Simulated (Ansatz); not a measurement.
C2H9AlSn can be A, `[CH3][SnH2][CH2][AlH2]`, or B, `[CH3][Al]([CH3])[SnH3]`.

Gas-phase electronic energies from Ansatz, PBE0-D4/def2-TZVP geometries. CCSD(T)/CBS is the MP2 limit (def2-TZVPP, def2-QZVPP) plus CCSD(T) − MP2 in def2-TZVPP, frozen cores. DFT in def2-TZVPP. B3LYP here is the variant with VWN-RPA as its local correlation; programs differ in this. Elements past krypton have def2 core potentials. For Sn outer-core shells are correlated without core-valence functions, which leaves a few kJ/mol of doubt a bond. Each species was taken in one conformer, which may not be the lowest.

(1) Which is lower in electronic energy at CCSD(T)/CBS, and by how much? (An estimate is asked.)

(2) Give E(B) − E(A) in kcal/mol with r2SCAN-D4, PBE-D4, B3LYP-D4, B2PLYP, ωB97M-V, CCSD/def2-TZVPP, PBE0-D4. (Best estimate.)

Largest T1 diagnostic: 0.012.

## Answers

(1) Computed: B, by 14.7 kcal/mol.

(2) Computed: r2SCAN-D4 -18.7, PBE-D4 -19.3, B3LYP-D4 -17.8, B2PLYP -17.0, ωB97M-V -16.8, CCSD/def2-TZVPP -15.5, PBE0-D4 -19.0. None reverses the order clearly.

In def2-TZVPP, CCSD(T) changes the Hartree–Fock value by +1.6 kcal/mol (the triples alone add +0.5 kcal/mol) and MP2 by +3.0 kcal/mol. The D4 term adds +1.3 kcal/mol with B3LYP and +0.6 kcal/mol with PBE0; it sums over pairs of atoms, weighted by their polarisabilities, and B3LYP, whose exchange is more repulsive, gets the larger term.
